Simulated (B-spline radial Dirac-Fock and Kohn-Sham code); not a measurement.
## Yb⁺: non-radiative channels of the 4d5/2 vacancy

System: Yb⁺ in the configuration [Xe] 4f14 5d1 (not the ground configuration).

Level of theory: independent-particle radiative and Coulomb Auger rates from relativistic LDA hole-state orbitals, with Dirac-Fock energies; a radial atomic solver. Kinetic energies are configuration averages from the vacuum level; the two-hole energies are estimated from single-hole states.

```
transition  kinetic energy (eV)  width (meV)  share (%)
   N5-O1O3                80.58         20.3        0.3
   N5-N6O1                101.7         52.2        0.8
   N5-N7O1                102.9          397        6.3
   N5-N6O2                129.7         28.4        0.4
   N5-N7O2                130.7          372        5.9
   N5-N6O3                136.0         85.9        1.4
   N5-N7O3                137.3          439        6.9
   N5-N6N6                156.0         73.4        1.2
   N5-N6N7                156.7         2740       43.3
   N5-N7N7                158.4         1990       31.4
   N5-N6O5                165.9         23.5        0.4
   N5-N7O4                167.0         20.3        0.3
   N5-N7O5                167.2         40.1        0.6
```

Coster-Kronig rates are the weakest part of this model and often come out 1.5 to 2.5 times too large. Super-Coster-Kronig decay this fast strains the one-particle picture, and such widths tend to come out too large. The listed channels hold 99 % of the non-radiative rate. Summed by principal shells, of 6.34 eV in all: NNN 75.8 %, NNO 23.0 %, NOO 1.2 %.

Values without a named source are computed, but for edge energies of neutral atoms, which are taken from tables.
